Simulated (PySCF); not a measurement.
**Electric properties by functional and basis**

Species: C2H8BFO.
SMILES: `C[O+](C)[BH2-]F`

PySCF, dipoles from the SCF density, polarisabilities from static response with core orbitals frozen. Geometry: PBE0-D3(BJ)/def2-SVP, one conformer, isolated molecule.

Question: How do dipole and polarisability depend on functional and basis here?

Answer: 

| level | μ (D) | α (Å³) | anisotropy (Å³) |
| --- | --- | --- | --- |
| LDA/def2-SVPD | 4.638 | 7.70 | 1.31 |
| PBE/def2-SVPD | 4.617 | 7.56 | 1.28 |
| B3LYP/def2-SVPD | 4.698 | 7.28 | 1.22 |
| PBE0/def2-SVPD | 4.695 | 7.22 | 1.22 |
| BHandHLYP/def2-SVPD | 4.767 | 6.97 | 1.17 |
| CAM-B3LYP/def2-SVPD | 4.746 | 7.20 | 1.17 |
| wB97X-D/def2-SVPD | 4.720 | 7.18 | 1.16 |
| LC-wPBE/def2-SVPD | 4.773 | 7.06 | 1.11 |
| HF/def2-SVPD | 4.847 | 6.65 | 1.11 |
| PBE0/6-31G* | 4.759 | 5.83 | 1.08 |
| PBE0/6-31+G* | 4.785 | 6.61 | 1.02 |
| PBE0/def2-SVP | 4.865 | 6.03 | 1.13 |
| PBE0/aug-cc-pVDZ | 4.626 | 7.37 | 1.28 |
| PBE0/def2-TZVP | 4.674 | 6.92 | 1.17 |
| PBE0/def2-TZVPD | 4.626 | 7.35 | 1.27 |

The anisotropy is √(½[(α1 − α2)² + (α2 − α3)² + (α3 − α1)²]). The dipole runs from 4.62 D (PBE/def2-SVPD) to 4.87 D (PBE0/def2-SVP). No reference polarisability is at hand; against PBE0 in the largest diffuse basis at hand (def2-TZVPD) the other PBE0 rows deviate by 6-31G* -21%, 6-31+G* -10%, def2-SVP -18%, def2-SVPD -2%, aug-cc-pVDZ 0%, def2-TZVP -6%. In one basis (def2-SVPD) the functionals order the polarisability from HF (lowest) to LDA (highest), a spread of 16%. With PBE0 the polarisability is 6.26 Å³ without diffuse functions (mean of 6-31G*, def2-SVP and def2-TZVP) and 7.14 Å³ with them (mean of 6-31+G*, def2-SVPD, aug-cc-pVDZ and def2-TZVPD).

Without π bonds the low states are Rydberg-like; a valence basis with one diffuse set may place them up to an eV too high.
